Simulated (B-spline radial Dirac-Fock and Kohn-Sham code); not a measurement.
These are calculated numbers from a radial B-spline solver; the model is the Dirac equation of a negative muon with reduced mass in the field of a spherical finite nucleus, with the Uehling potential to all orders; nuclear polarisation, deformation, hyperfine structure, self-energy, higher-order vacuum polarisation, relativistic recoil and electron screening are left out. The nuclear charge is a Fermi distribution (skin thickness 2.3 fm).

Q: A muonic atom of atomic mass 187.96 u emits these computed lines: 2p3/2 → 1s1/2 5633 keV, 3d5/2 → 2p3/2 2235 keV, 4f7/2 → 3d5/2 826.0 keV, 5g9/2 → 4f7/2 379.9 keV. Which element is it, and what rms charge radius was used?

A: Iridium (Z = 77, nuclide ¹⁸⁸Ir); the high transitions hardly feel the nucleus and fix Z. The 2p → 1s line lies 8360 keV below the value for a point nucleus without QED, which for this nuclear model gives a radius near 5.38 fm (5.3838 fm was used).
